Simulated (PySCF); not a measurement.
SMILES B(O)(c1ccc(C)cc1)O at its GFN2-xTB optimised geometry (Å):

```
19

C     -1.9273    -2.7429    -0.0205
C     -1.1548    -1.4592     0.0000
C     -1.8129    -0.2356    -0.0007
C     -1.1022     0.9494    -0.0052
C      0.2932     0.9629    -0.0049
B      1.1294     2.3032    -0.0072
O      2.4607     2.2376     0.2122
O      0.5860     3.5355    -0.2234
C      0.9417    -0.2727     0.0000
C      0.2346    -1.4592     0.0000
H     -2.8564    -2.6460     0.5371
H     -1.3423    -3.5553     0.4041
H     -2.1790    -3.0087    -1.0482
H     -2.8942    -0.2134     0.0038
H     -1.6511     1.8834     0.0028
H      2.8942     3.0915     0.1918
H     -0.3546     3.5553    -0.3912
H      2.0209    -0.2849     0.0055
H      0.7657    -2.4010     0.0028
```

Method: B3LYP/def2-SVP (PySCF). Cells within 0.4 Å of a nucleus heavier than hydrogen are left out (blank, or x).

Map of the deformation density (molecule minus spherical neutral atoms) (e/bohr³) on the plane z = 0.0 Å:

```
|2222222222222222222222222|
|2222222222222222222222222|
|2222222222222222222222222|
|2222222222211222222222222|
|2222222222112432211122222|
|2222222222114x21110122222|
|2222222221111561143112222|
|22222222111112x46x3122222|
|22222221252114x34x3222222|
|2222222139422851122222222|
|2222221114x9xx21122222222|
|2222211129433941112222222|
|22222137xx1006x6411222222|
|22222136x71006x7511222222|
|2222211129433941112222222|
|222222111xx9xx11122222222|
|2222211138322941122222222|
|22222124x5101531222222222|
|22222123x5211111222222222|
|2222221125212222222222222|
|2222221112122222222222222|
|2222222222222222222222222|
|2222222222222222222222222|
|2222222222222222222222222|
|2222222222222222222222222|
```
Scale: ten equal steps from -0.030 (start of '0') to 0.103 (end of '9'), in the order '0123456789'; x runs from -6.00 to 6.00, y from -6.00 (bottom) to 6.00 (top).
